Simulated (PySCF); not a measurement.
# ECD: SMILES C#CC[C@@H]1OC[C@H]1C, C$_{7}$H$_{10}$O

Geometry:
```csv
atom,x (Å),y (Å),z (Å)
C1,3.125,-0.296,0.748
C2,2.304,0.379,0.199
C3,1.291,1.172,-0.463
C4,0.062,0.323,-0.784
O5,-1.011,1.084,-1.353
C6,-1.918,0.692,-0.321
C7,-0.820,-0.099,0.404
C8,-1.049,-1.585,0.592
H9,3.858,-0.876,1.225
H10,0.997,2.006,0.180
H11,1.693,1.583,-1.393
H12,0.344,-0.509,-1.443
H13,-2.329,1.555,0.208
H14,-2.736,0.082,-0.718
H15,-0.508,0.357,1.345
H16,-1.383,-2.042,-0.336
H17,-0.123,-2.064,0.903
H18,-1.805,-1.757,1.356
```

Computed, not measured: TDDFT BHandHLYP/def2-SVPD circular dichroism and optical rotation, one conformer, gas phase in PySCF. Geometry: GFN2-xTB.

The molecule is flexible and this is one conformer; a measurement averages over conformers.

Problem. Assign R or S to each stereocentre.

Solution. C4 S, C7 R.

Problem. Which excitations and rotatory strengths does the calculation give?

Solution. Rotatory strengths R in 10⁻⁴⁰ esu² cm², velocity form and length form (origin at the centre of mass); f in length form.
| state | E (eV) | λ (nm) | f | R (velocity) | R (length) | main |
| --- | --- | --- | --- | --- | --- | --- |
| 1 | 6.61 | 188 | 2e-05 | +0.2 | +0.2 | HOMO−1→LUMO+4 0.29, HOMO−1→LUMO+5 0.11 |
| 2 | 6.89 | 180 | 0.003 | +0.4 | +0.5 | HOMO−1→LUMO+5 0.24, HOMO−1→LUMO+4 0.14 |
| 3 | 6.92 | 179 | 0.0005 | -0.4 | -0.4 | HOMO−2→LUMO+5 0.19, HOMO→LUMO+5 0.19 |
| 4 | 7.70 | 161 | 0.014 | +0.1 | +0.4 | HOMO→LUMO 0.49, HOMO→LUMO+3 0.18 |
| 5 | 7.82 | 159 | 0.035 | +55.3 | +50.9 | HOMO→LUMO 0.23, HOMO→LUMO+3 0.23 |
| 6 | 7.85 | 158 | 0.034 | -30.5 | -25.3 | HOMO−1→LUMO 0.60, HOMO−1→LUMO+1 0.15 |
| 7 | 8.03 | 154 | 0.0006 | -8.4 | -6.3 | HOMO−2→LUMO 0.37, HOMO→LUMO+2 0.20 |
| 8 | 8.36 | 148 | 0.063 | +4.9 | +3.0 | HOMO→LUMO+1 0.45, HOMO→LUMO+2 0.17 |

Among the states computed, the strongest CD band (largest |R|) is state 5. The largest dissymmetry factor in size, g = 4R/(D+G), with D and G the electric and magnetic dipole strengths, is -0.12 for state 7 (velocity form, f = 0.0009), among bands with |R| over 0.5. The mirror image has the same energies and oscillator strengths and all R with the opposite sign.
